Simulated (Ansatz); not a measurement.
Ca3Se3 (the lowest singlet isomer of a short search). Total charge 0; singlet. Geometry PBE0-D4/def2-SVP, basis def2-TZVP, Ansatz.

```xyz
6

Ca    0.178    1.020   -0.716
Ca   -2.472   -1.350   -0.475
Ca    2.093   -0.489    1.878
Se    2.726    1.413    0.242
Se   -0.461   -1.104    1.297
Se   -2.064    0.510   -2.226
```

```tsv
run	HOMO (eV)	LUMO (eV)
A	-4.54	-1.95
B	-4.59	-2.57
C	-5.08	-2.19
D	-5.28	-1.91
E	-4.40	-2.44
```

B3LYP takes the VWN-RPA correlation. The structure comes from a short search, and lower isomers may exist.

Task: The runs used B3LYP, LDA (SPW92), PBE, PBE0, r2SCAN. Estimate which is which.

Result: A r2SCAN (0 % exact exchange); B LDA (SPW92) (0 % exact exchange); C B3LYP (20 % exact exchange); D PBE0 (25 % exact exchange); E PBE (0 % exact exchange). Exact exchange lowers occupied and raises empty levels; among semilocal functionals meta-GGAs tend to open the gap a little, and such runs are hard to tell apart. The gap grows from 1.96 eV (PBE) to 3.36 eV (PBE0).
